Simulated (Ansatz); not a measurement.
CH₅ClMoN₂O (`C[O][Mo](=[NH])(=[NH])[Cl]`). The species carries charge 0 and has multiplicity 1. Mo: def2 effective core potential.

```tsv
atom	x (Å)	y (Å)	z (Å)
C1	-0.0849	0.5374	1.9348
O2	0.7055	0.3639	0.7875
Mo3	0.3224	0.0677	-1.0079
N4	1.2064	-1.3077	-1.5396
N5	-1.3681	-0.2299	-1.1595
Cl6	0.8593	1.8426	-2.3449
H7	0.0279	-0.3307	2.5911
H8	-1.1416	0.6626	1.6799
H9	0.2612	1.4273	2.4675
H10	1.3504	-2.2200	-1.9488
H11	-2.1385	-0.8132	-1.4604
```

Question: What are the harmonic wavenumbers in cm⁻¹ at PBE0-D4/def2-TZVP (Ansatz, finite differences of forces, unscaled)? (Estimate.)

Answer: The calculation gave: 42, 83, 127, 166, 195, 245, 285, 299, 335, 411, 530, 611, 660, 725, 999, 1035, 1141, 1170, 1185, 1468, 1483, 1489, 3025, 3103, 3109, 3603, 3629.

Question: Is this a minimum?

Answer: Yes, all 27 modes are real.

Question: Give the ideal-gas thermochemistry at 298.15 K and 1 bar (rigid rotor, harmonic oscillator; point group C1, symmetry number 1).

Answer: Zero-point energy 186.3 kJ/mol; H(298) − E = 212.7 kJ/mol; entropy 400.7 J/(mol·K), of which translation 174.5, rotation 119.6, vibration 106.6; G(298) − E = 93.2 kJ/mol. Modes under 100 cm⁻¹ are hindered rotations or soft bends, so the harmonic entropy is rough.
